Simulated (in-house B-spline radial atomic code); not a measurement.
The numbers below are computed, except where a source is named.
Extrapolating the RPA correlation energy in partial waves: Cu

All-electron RPA on r2SCAN orbitals from a B-spline radial code for spherical atoms, scalar-relativistic (spin-free one-electron X2C), finite nucleus, configuration [Ar] 3d10 4s1, highest spin. RPA overbinds a lone outer s electron by self-correlation, and G0W0 tends to as well. With empty states up to angular momentum L the sums are:

```tsv
L	E_c(L) (hartree)
4	-2.009866
5	-2.111489
6	-2.160175
7	-2.185676
```

For large l each further wave adds A/(l + 1/2)⁴, because the basis must build the cusp where two electrons meet.

Question: Estimate the limit from L = 6 and L = 7.

Answer: Wave 7 adds -0.025501, against a sum of (l + 1/2)⁻⁴ of 3.16049e-04, so A = -80.687. The sum over l > 7 is ζ(4, 8.5) = 6.4602e-04, close to 1/(3 × 8³) = 6.5104e-04. The tail is -0.052126 and the limit -2.23780 hartree.

Question: How good is the estimate?

Answer: A run to L = 11 sums to -2.21663 and extrapolates to -2.22814 hartree, 0.88 millihartree from the run before. The estimate differs from that by -9.66 millihartree, while the bare sum at L = 7 misses 42.5 millihartree (1.9 %).
